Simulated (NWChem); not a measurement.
System: CH₄Ge, singlet; SMILES [CH3][GeH]

All runs: NWChem. Low-valent species are run as closed-shell singlets; no triplet was tried in these runs. Structure relaxed at the PBE-D3(BJ)/def2-SVP level.

For level LDA (Slater exchange, PW92)/def2-TZVP:

```
Quantity          Result
----------------  ------
orbital gap (eV)    1.84
```

Estimate the same quantities for level PW91/def2-TZVP.


| Property | Value |
|---|---|
| orbital gap (eV) | 1.97 |
